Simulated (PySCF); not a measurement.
Potential energy curve for Au2, singlet.

Methods: RKS-PBE = restricted PBE/def2-TZVP, def2 effective core potentials past Kr (PySCF); UKS-PBE = unrestricted PBE/def2-TZVP, def2 effective core potentials past Kr (PySCF); UKS-M06-2X = PySCF with unrestricted M06-2X/def2-TZVP, def2 effective core potentials past Kr; UCCSD(T) = PySCF 2.14.0 with CCSD(T) on UHF/def2-TZVP, def2 effective core potentials past Kr.

Energies relative to the lowest point of each curve near equilibrium, in kcal/mol; the last columns give the difference from UCCSD(T):

```
R / Å  RKS-PBE  UKS-PBE  UKS-M06-2X  UCCSD(T)  RKS-PBE − UCCSD(T)  UKS-PBE − UCCSD(T)  UKS-M06-2X − UCCSD(T)
-----  -------  -------  ----------  --------  ------------------  ------------------  ---------------------
2.02      79.6     79.6        83.8      79.5                 0.1                 0.1                    4.3
2.14      37.0     37.0        39.8      35.9                 1.1                 1.1                    3.9
2.25      15.6     15.6        17.4      14.4                 1.2                 1.2                    3.1
2.37       4.1      4.1         5.1       3.3                 0.9                 0.9                    1.9
2.43       1.5      1.5         2.0       0.9                 0.6                 0.6                    1.1
2.52       0.0      0.0         0.0       0.0                 0.0                 0.0                    0.0
2.60       0.5      0.5         0.0       1.1                -0.5                -0.5                   -1.1
2.70       2.7      2.7         1.5       3.9                -1.2                -1.2                   -2.4
2.77       4.8      4.8         3.3       6.7                -1.9                -1.9                   -3.5
2.96      11.9     11.9         9.3      15.7                -3.8                -3.8                   -6.4
3.12      18.2     18.2        14.2      23.1                -4.9                -4.9                   -8.9
3.40      28.3     28.3        21.2      33.5                -5.2                -5.2                  -12.3
3.76      38.4     38.4        27.0      40.4                -2.0                -2.0                  -13.3
4.14      45.9     45.6        30.5      43.3                 2.6                 2.3                  -12.8
4.50      50.7     48.8        32.3      44.5                 6.2                 4.4                  -12.2
5.07      55.2     50.8        33.6      45.2                10.0                 5.6                  -11.7
5.60      57.4     51.4        34.1      45.5                11.9                 5.8                  -11.4
6.13      58.6     51.5        34.3      45.7                12.9                 5.9                  -11.4
6.74      59.3     51.6        34.4      45.8                13.6                 5.8                  -11.4
7.62      59.8     51.6        34.5      45.8                13.9                 5.8                  -11.4
```

RKS-PBE is furthest from UCCSD(T) at 7.62 (13.9 kcal/mol, above); its mean absolute difference over the points is 4.7 kcal/mol.

UKS-PBE is furthest from UCCSD(T) at 6.13 (5.9 kcal/mol, above); its mean absolute difference over the points is 2.9 kcal/mol.

UKS-M06-2X is furthest from UCCSD(T) at 3.76 (-13.3 kcal/mol, below); its mean absolute difference over the points is 7.2 kcal/mol.

The restricted form behind RKS-PBE keeps the bonding electrons paired and can't separate into open-shell fragments. The unrestricted determinant behind UKS-PBE is spin-contaminated at 4.14 to 7.62 Å (<S²> up to 1.0, against 0.00 for a pure singlet). The unrestricted determinant behind UKS-M06-2X is spin-contaminated at 2.96 to 7.62 Å (<S²> up to 1.0, against 0.00 for a pure singlet). The unrestricted determinant behind UCCSD(T) is spin-contaminated at 2.77 to 7.62 Å (<S²> up to 1.0, against 0.00 for a pure singlet).
